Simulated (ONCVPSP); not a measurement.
Scattering properties, ONCV potential for rubidium (Rb)

rubidium (Rb), optimised norm-conserving Vanderbilt (ONCV), made with ONCVPSP 4.0.1 (PBEsol, fully relativistic). Core [Kr], reference 5s1. Waves: 5s: rc 3.40 bohr, ncon 4, nbas 7, qcut 1.6 1/bohr, 1 projector; p scattering state at 0.08 Ha: rc 3.60 bohr, ncon 5, nbas 9, qcut 2.6 1/bohr, 3 projectors, debl 1.9 Ha; d scattering state at 0.24 Ha: rc 2.75 bohr, ncon 4, nbas 7, qcut 3.6 1/bohr, 3 projectors, debl 0.9 Ha. Local part: polynomial inside 2.20 bohr (lpopt 5, dvloc0 0 Ha). Core correction: Teter function, fcfact 5.5, rcfact 1.5.

Open shells are filled in proportion to 2j + 1.

The phase is arctan(r·R′/R) of the radial function R(r), unwrapped; energies in Ha, scanned from -2 to 5 Ha. A pole is an energy at which the radial function vanishes at the test radius. The pseudo phase is shifted by a multiple of π to meet the all-electron one at the reference energy, and phase errors are pseudo minus all-electron; the curves can meet again beyond the range given. Levels narrower than the energy grid can be missing from the lists of poles.

Task: For each channel, where are the poles, and over which energies does the pseudopotential scatter like the atom?

Result:

| channel | radius (bohr) | reference energy (Ha) | poles, all-electron | poles, pseudo | unbroken range about the reference energy with phases within 0.05 rad | phase error 1 Ha above the reference energy (rad) |
| --- | --- | --- | --- | --- | --- | --- |
| s | 3.44 | -0.08 | -1.16, 0.83, 3.53 | -0.82, 0.66, 2.22 | -0.8 to 0.6 | -0.135 |
| p3/2 | 3.66 | 0.08 | -0.55, 1.03, 3.44 | -0.19, 1.06, 3.44 | -0.1 to 4.7 | +0.006 |
| p1/2 | 3.66 | 0.08 | -0.58, 1.00, 3.39 | -0.10, 1.03, 3.39 | 0.0 to 4.6 | +0.008 |
| d5/2 | 2.79 | 0.24 | 0.64, 3.44 | 0.64, 3.44 | below 4.9 | +0.000 |
| d3/2 | 2.79 | 0.24 | 0.63, 3.42 | 0.63, 3.42 | below 4.9 | +0.000 |

Note: ghosts flagged at negative energy: s at -22.7 eV, p3/2 at -5.7 eV, p1/2 at -2.98 eV; GHOST(+) flags only above 600 eV. A true bound ghost makes a file unfit for plane-wave use.

Phases in the p3/2 channel:

| E (Ha) | all-electron | pseudo |
| --- | --- | --- |
| -1.98 | 1.404 | 1.407 |
| -1.62 | 1.380 | 1.386 |
| -1.26 | 1.343 | 1.355 |
| -0.90 | 1.259 | 1.303 |
| -0.54 | -1.605 | 1.190 |
| -0.18 | -2.071 | -1.765 |
| 0.18 | -3.539 | -3.525 |
| 0.54 | -4.483 | -4.467 |
| 0.90 | -4.670 | -4.662 |
| 1.26 | -4.778 | -4.773 |
| 1.62 | -4.931 | -4.928 |
| 1.98 | -5.926 | -5.926 |
| 2.34 | -7.568 | -7.566 |
| 2.70 | -7.741 | -7.739 |
| 3.06 | -7.808 | -7.807 |
| 3.42 | -7.852 | -7.852 |
| 3.78 | -7.893 | -7.893 |
| 4.14 | -7.946 | -7.946 |
| 4.50 | -8.062 | -8.052 |
| 4.86 | -8.970 | -8.632 |
